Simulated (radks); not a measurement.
Sc2+, 19 electrons, occupied as [Ne] 3s1 3p6 3d1 4s1 (not the ground configuration). All-electron calculation, non-relativistic Kohn-Sham, HCTH/407, spin-polarised, spherical densities, point nucleus; open shells are filled with parallel spins first. Program: a radial shooting solver on a logarithmic mesh with Libxc functionals.

Local quantities along the radius. ELF = 1/(1 + alpha^2) is the electron localisation function; alpha = (tau - tau_W)/tau_unif compares the Pauli kinetic energy density with that of the uniform gas (summed over spins).

```
   r/bohr * ELF (the largest magnitude, 1, reaches the edge; | marks zero)
 0.005223 |                                                      *
 0.005984 |                                                      *
 0.006801 |                                                      *
 0.007729 |                                                      *
 0.008855 |                                                      *
  0.01006 |                                                      *
  0.01153 |                                                      *
  0.01311 |                                                      *
   0.0149 |                                                      *
  0.01707 |                                                      *
   0.0194 |                                                      *
  0.02204 |                                                      *
  0.02526 |                                                      *
   0.0287 |                                                      *
  0.03289 |                                                      *
  0.03738 |                                                      *
  0.04248 |                                                     *
  0.04867 |                                                    *
  0.05531 |                                                   *
  0.06337 |                                               *
  0.07203 |                                         *
  0.08186 |                               *
  0.09379 |                     *
   0.1066 |               *
   0.1211 |              *
   0.1388 |                *
   0.1578 |                      *
   0.1807 |                               *
   0.2054 |                                      *
   0.2335 |                                           *
   0.2675 |                                             *
    0.304 |                                             *
   0.3455 |                                           *
   0.3958 |                                   *
   0.4499 |                     *
   0.5154 |         *
   0.5858 |      *
   0.6658 |           *
   0.7628 |                         *
    0.867 |                                     *
   0.9933 |                                          *
    1.129 |                                          *
    1.283 |                                       *
     1.47 |                               *
    1.671 |                    *
    1.899 |           *
    2.176 |        *
    2.473 |             *
    2.833 |                          *
     3.22 |                                        *
    3.659 |                                               *
    4.192 |                                                  *
    4.765 |                                                   *
    5.416 |                                                  *
    6.205 |                                                 *
    7.052 |                                            *
    8.079 |                               *
```

On this mesh the ELF has minima near r = 0.12, 0.59, 2.2 bohr, which separate the shells, and maxima near 0.30 (0.84), 1.1 (0.79), 4.8 (0.94).
